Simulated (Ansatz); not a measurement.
One change: `[CH3][AlH][O][SiH2]O` becomes `B[O][AlH][CH3]`.

Ansatz, PBE0-D4/def2-TZVP geometries, multiplicity 1. Each molecule was computed in one conformer, which needn't be the lowest.

| property | `[CH3][AlH][O][SiH2]O` |
| --- | --- |
| size of the dipole moment (ωB97M-V/def2-TZVPP) / D | 1.54 |
| HOMO–LUMO gap (PBE0/def2-TZVPP) / eV | 7.30 |
| ideal-gas entropy at 298 K and 1 bar (rigid rotor, harmonic PBE0-D4/def2-TZVP) / J/(mol·K) | 420 |
| LUMO energy (ωB97M-V/def2-TZVPP) / eV | 0.86 |
| HOMO–LUMO gap (PBE/def2-TZVPP) / eV | 5.21 |
| size of the dipole moment (PBE/def2-TZVPP) / D | 1.49 |

Task: Give the same properties after the change, and the shifts. (An estimate is asked.)

Result: The calculation gave: 
```tsv
property	`B[O][AlH][CH3]`	shift
size of the dipole moment (ωB97M-V/def2-TZVPP) / D	1.66	0.12
HOMO–LUMO gap (PBE0/def2-TZVPP) / eV	7.09	-0.21
ideal-gas entropy at 298 K and 1 bar (rigid rotor, harmonic PBE0-D4/def2-TZVP) / J/(mol·K)	350	-70
LUMO energy (ωB97M-V/def2-TZVPP) / eV	0.80	-0.06
HOMO–LUMO gap (PBE/def2-TZVPP) / eV	4.89	-0.32
size of the dipole moment (PBE/def2-TZVPP) / D	1.75	0.26
```

With PBE0 the HOMO rises by 0.15 eV and the LUMO falls by 0.07 eV, so the gap narrows by about 0.22 eV. PBE moves the HOMO by 0.23 eV and ωB97M-V by 0.02 eV. The zero-point energy changes by -29.3 kJ/mol with -6 modes. Dipoles are sizes alone; their direction can turn. Modes under 60 cm⁻¹, often nearly free rotors, make the harmonic entropy too high.
